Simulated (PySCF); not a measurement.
## Boron: a sound run and one with changed settings

Sound run: B²⁺ [He] 2s1, B³⁺ 1s2. Calculation: PySCF 2.14, in cc-pVDZ-DK (3s2p1d, 14 functions); scalar relativity by spin-free X2C-1e. The sound run starts from symmetry-adapted Hartree-Fock orbitals and uses a fine grid where one is needed.

Changed run: radial step 0.3 in ln r (0.13 in the sound run). This setting is unsound on purpose.

| species | method | sound run (hartree) | changed run (hartree) | converged |
| --- | --- | --- | --- | --- |
| B²⁺ | UHF | -23.37800 | -23.37800 | yes |
| B²⁺ | B3LYP | -23.43507 | -23.43523 | yes |
| B²⁺ | TPSS | -23.44180 | -23.44240 | yes |
| B³⁺ | UHF | -21.99163 | -21.99163 | yes |
| B³⁺ | B3LYP | -22.02621 | -22.02625 | yes |
| B³⁺ | TPSS | -22.04330 | -22.04328 | yes |

Ionisation energy of B²⁺:

| method | sound run (eV) | changed run (eV) |
| --- | --- | --- |
| UHF | 37.725 | 37.725 |
| B3LYP | 38.337 | 38.340 |
| TPSS | 38.055 | 38.072 |

A coarse radial grid mis-integrates the density and the exchange-correlation energy, with errors of either sign; Hartree-Fock needs no grid.

For comparison, NIST gives 37.931 eV between the lowest levels.
